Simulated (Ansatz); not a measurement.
Computed with Ansatz on PBE0-D4/def2-TZVP structures; ΔE is electronic, products minus reactants. CBS: MP2 limit from def2 TZ/QZ plus the TZ coupled-cluster correction, frozen cores. For Ge outer-core shells are correlated without core-valence functions, which leaves a few kJ/mol of doubt a bond. Scalar relativity is left out up to krypton. Each species was taken in one conformer, which may not be the lowest.

Reaction (redistribution): `[OH][AlH][CH2]S` + `C[NH][GeH2][CH3]` → `C[NH][AlH][OH]` + `[CH3][GeH2][CH2]S`

`[OH][AlH][CH2]S`:

```xyz
9

O     1.965   -0.870    0.789
Al    0.354   -1.202    0.392
C    -0.827    0.212   -0.293
S     0.081    1.763   -0.412
H     2.363   -0.005    0.700
H    -0.149   -2.682    0.597
H    -1.212   -0.092   -1.271
H    -1.684    0.312    0.381
H    -0.891    2.564   -0.882
```

`C[NH][GeH2][CH3]`:

Z-matrix (Å, degrees):
```
C
N 1 1.449
H 1 1.094 2 110.4
H 1 1.094 2 109.5 3 117.3
H 1 1.101 2 115.0 3 -121.9
Ge 2 1.841 1 118.7 3 -168.8
H 2 1.010 1 111.9 3 56.3
C 6 1.958 2 113.8 1 -56.9
H 6 1.542 2 106.2 1 63.2
H 6 1.540 2 106.2 1 -178.6
H 8 1.091 6 110.5 2 -61.8
H 8 1.092 6 110.3 2 178.2
H 8 1.091 6 110.4 2 58.4
```

`C[NH][AlH][OH]`:

Cartesian coordinates in Å:
```
C -1.280 0.179 -0.599
N -0.536 -0.222 0.575
Al 1.210 -0.270 0.847
O 2.316 0.193 -0.353
H -1.946 1.028 -0.404
H -0.593 0.490 -1.390
H -1.890 -0.635 -1.008
H -1.146 -0.510 1.326
H 1.773 -0.750 2.235
H 2.092 0.498 -1.229
```

`[CH3][GeH2][CH2]S`:

```xyz
12

C    -0.780   -0.019    1.596
Ge    0.553    0.625    0.329
C     0.013    0.157   -1.502
S    -0.109   -1.632   -1.750
H    -0.952   -1.083    1.434
H    -0.441    0.134    2.621
H    -1.721    0.515    1.457
H     1.919   -0.045    0.588
H     0.727    2.156    0.439
H    -0.992    0.542   -1.683
H     0.675    0.605   -2.245
H     1.108   -1.955   -1.283
```

| level | ΔE (eV) |
| --- | --- |
| MP2/def2-TZVPP | -0.82 |
| HF/CBS(def2) | -0.75 |

Question: What does CCSD(T)/CBS give? (Best estimate.)

Answer: The calculation gave: -0.80 eV. The listed levels differ from it by -0.02, 0.05 eV.

Largest T1 diagnostic among the species: 0.012.

In def2-TZVPP, CCSD(T) changes the Hartree–Fock value by −0.05 eV (the triples alone add +0.00 eV) and MP2 by −0.07 eV.
